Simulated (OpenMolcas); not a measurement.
## neutral ruthenium: from CASSCF to CASPT2

| Property | Result |
| --- | --- |
| Program | OpenMolcas 26.06 |
| Basis | ANO-R2 [7s5p4d2f1g] |
| Scalar Hamiltonian | X2C, finite nucleus |
| Active space | 8 electrons in 6 orbitals (4d 5s) |
| State averaging | 2S+1 = 5 even, 15 roots; 2S+1 = 3 even, 75 roots kept (CI in the orbitals of an earlier block); 2S+1 = 1 even, 57 roots kept (CI in the orbitals of an earlier block) |
| Spin-orbit coupling | state interaction with AMFI integrals over the reference wave functions, term energies averaged over their components |

Methods on the same reference wave functions:
A. CASSCF
B. SS-CASPT2, IPEA 0.25 Eh, imaginary shift 0.1 Eh (closed shells correlated: 4s 4p)
C. MS-CASPT2, IPEA 0.25 Eh, imaginary shift 0.1 Eh (closed shells correlated: 4s 4p)

Energies in cm-1 above 4d7 5s 5F5, the measured ground level; measured values from NIST Handbook of Basic Atomic Spectroscopic Data.

```csv
Level,A,B,C,Measured
4d7 5s 5F5,0.0,0.0,0.0,0.0
4d7 5s 5F4,1227,1217,1217,1191
4d7 5s 5F3,2169,2160,2160,2092
4d7 5s 5F2,2837,2820,2820,2713
4d7 5s 5F1,3261,3230,3230,3105
4d7 5s 3F4(1),9313,6570,6570,
4d6 5s2 5D4,10189,4730,4730,7483
4d7 5s 3F3(1) [62 %],10884,8150,8150,
4d6 5s2 5D3 [64 %],11286,5830,5830,8575
4d6 5s2 5D2,11685,6450,6450,9058
4d7 5s 3F2(1),12091,9030,9030,
4d6 5s2 5D1,12122,6850,6850,9073
4d6 5s2 5D0,12317,7040,7040,9492
4d7 5s 5P3,12960,9620,9620,8771
4d7 5s 5P2 [67 %],13060,9480,9480,8044
4d7 5s 5P1,13845,10360,10360,9620
4d7 5s 3G5,15309,13050,13050,
4d7 5s 3G4,15987,13630,13630,
4d7 5s 3P2(1) [68 %],16313,12010,12010,
4d7 5s 3G3,16787,14520,14520,
4d7 5s 3P1(1),18058,13660,13660,
4d7 5s 3P0(1) [69 %],18697,13990,13990,
4d7 5s 3H6,19565,16760,16760,
4d7 5s 1G4 [56 %],19604,15850,15860,
```

Deviations, from unrounded energies. A percentage is the sum of absolute deviations over the sum of measured energies, with the sign that they share, or ± where signs differ.

```tsv
Against measurement	Levels	A	B	C
mean absolute deviation (cm-1)	12	2300	1300	1300
fine structure of the ground term (%)	4	+4.3	+3.6	+3.6
other terms of the ground configuration (%)	3	+50.8	+11.5	+11.5
other configurations (%)	5	+31.9	-29.3	-29.3
```

B, C lie about equally close to measurement and A furthest from it. The largest miss of C in the table is 4d6 5s2 5D4, by -2800 cm-1. The ranking rests on the paired levels alone, and a cruder setting can come out closer through cancelling errors.

Between B and C the level of the table that moves most is 4d7 5s 1G4 [56 %], by 18 cm-1 (lowest in B, highest in C). Moves below CASPT2's spread within the term are not significant.

The two smallest mean deviations differ by little beside CASPT2's spread within terms, so their order carries little weight.

From A to B the spin-free energies of the other terms of 4d7 5s shown, above 5F, scale by factors of 0.68 to 0.85.

The lowest spin-free term lies below A's lowest term by 0.520 hartree in B, 0.520 hartree in C.

CASPT2 breaks the degeneracy within a term, and the mean is taken; among the terms shown or strongly mixed into the levels shown the widest spread is 1200 cm-1 (4d7 5s 5F, C). Terms from blocks run as CI alone lack orbitals of their own. Configurations are named by rounded mean occupations; where the s occupation lies near a half they are strongly mixed, a name can repeat and a true partner stay unpaired. A single d shell beside an s shell can misplace configurations of different d count against each other. Without dynamic correlation excited terms often stand tens of per cent too high (terms of higher spin than the ground term too low), and those without a measured partner can miss by more than the paired ones (holds for A). Some terms miss by over 15 % even with CASPT2, which points to a basis or an active space too small for the shells correlated (holds for B; C). Blocks of more than 70 roots (2S+1 = 3 even) ran without multistate coupling (holds for C). Measured partners are found by configuration, term and J. A level has none where our copy of the source lacks it or the pairing is in doubt (some pairs that miss far off the trend of their configuration count as doubtful), and it then counts in no deviation. Only configurations of the active space appear. Levels that lie high or do not pair safely by name in every column are left out.

A share in square brackets marks a mixed level and gives the weight of the term that names it, the lowest over the columns. A number in round brackets counts repeated terms of one configuration in the order of the reference energies.
